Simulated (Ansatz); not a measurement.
`FC[Si]1(F)CC1` + H₂ → `F[SiH]1CC1` + fluoromethane at 298.15 K and 1 bar (hydrogenolysis of the Si–C bond).

Program: Ansatz. Geometries: PBE0-D4/def2-TZVP. ΔE: electronic, gas phase. CBS: MP2 limit from def2 TZ/QZ plus the TZ coupled-cluster correction, frozen cores. This one scheme is used for every species. One conformer a species, not always the lowest.

```
        species  CCSD(T)/CBS energy (Eh)  H − E (kJ/mol)  S (J/(mol·K))
`FC[Si]1(F)CC1`               -606.45073           249.2          355.3
             H₂                 -1.17544            35.1          130.4
   `F[SiH]1CC1`               -468.00632           184.6          293.7
           `CF`               -139.63461           113.4          222.6
```

H − E and S are ideal-gas, rigid-rotor, harmonic terms from PBE0-D4/def2-TZVP, for one conformer and one mirror image of each species. For small species the MP2-based limit differs from directly extrapolated CCSD(T) by up to some mEh (0.8 for H₂); such offsets cancel only in part. 1 Eh = 2625.50 kJ/mol, R = 8.31446 J/(mol·K).

Q: By hand: ΔE, ΔH, ΔS and ΔG.

A: ΔE = (-468.00632) + (-139.63461) − (-606.45073) − (-1.17544) = -0.01476 Eh = -38.8 kJ/mol. Δ(H − E) = 184.6 + 113.4 − 249.2 − 35.1 = 13.7, so ΔH = -25.1 kJ/mol. ΔS = 293.7 + 222.6 − 355.3 − 130.4 = 30.6 J/(mol·K). ΔG = -25.1 − 298.15 × (30.6)/1000 = -34.2 kJ/mol.

Q: By hand: the equilibrium constant, and the temperature at which ΔG would vanish if ΔH and ΔS stayed fixed.

A: log₁₀ K = −ΔG/(RT ln 10) = 6.0. ΔH and −TΔS have one sign here, so there is no such temperature.

TΔS isn't small against ΔH here. A doubt of 5 kJ/mol in ΔE shifts log₁₀ K by 0.9 here. Other conformers and mirror images would add mixing entropy, several J/(mol·K) or more a flexible species. These are equilibria of isolated gas molecules and say nothing of rates. Largest T1 diagnostic: 0.011 (customary marks: 0.02 for closed shells, 0.045 for open ones).
